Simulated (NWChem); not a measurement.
CH5BrSi; SMILES C[SiH2]Br

Program: NWChem. Geometry: optimised at PBE0/def2-SVP.

**Question.** Predict the results for PBE0/3-21G. Quantities: highest occupied level (eV); orbital gap (eV); dipole (D).

**Answer.** The highest occupied level (eV) is -7.92 and the orbital gap (eV) is 8.19. The dipole (D) comes out as 2.38.
